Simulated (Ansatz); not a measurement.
Mulliken charges of FGeH₅OSi, SMILES `O[SiH2][GeH2][F]` from PBE/def2-TZVPP in Ansatz (PBE0-D4/def2-TZVP geometry).

| atom | x (Å) | y (Å) | z (Å) | charge (e) |
| --- | --- | --- | --- | --- |
| O1 | -0.529 | 1.212 | -1.438 | -0.351 |
| Si2 | 0.695 | 0.883 | -0.390 | 0.309 |
| Ge3 | -0.118 | -1.011 | 0.836 | 0.371 |
| F4 | -1.679 | -1.167 | 0.014 | -0.374 |
| H5 | -1.290 | 0.627 | -1.376 | 0.207 |
| H6 | 0.955 | 2.040 | 0.504 | -0.064 |
| H7 | 1.949 | 0.562 | -1.119 | -0.064 |
| H8 | 0.576 | -2.368 | 0.631 | -0.018 |
| H9 | -0.469 | -0.824 | 2.322 | -0.018 |

**Question.** By hand: the dipole of these point charges (1 e Å = 4.8032 D).

**Answer.** Σ q r = (0.530, -0.070, 0.391) e Å, of length 0.662 e Å = 3.18 D.

**Question.** How does the dipole of the full density compare? (An estimate is asked.)

**Answer.** Ansatz gave: (0.274, -0.062, 0.225) e Å, 1.73 D; the point charges give 1.84 times that, at 5° from its direction.

Point charges leave out the atoms' own dipoles, such as those of lone pairs, and Mulliken's split depends on the basis, so the two needn't agree.
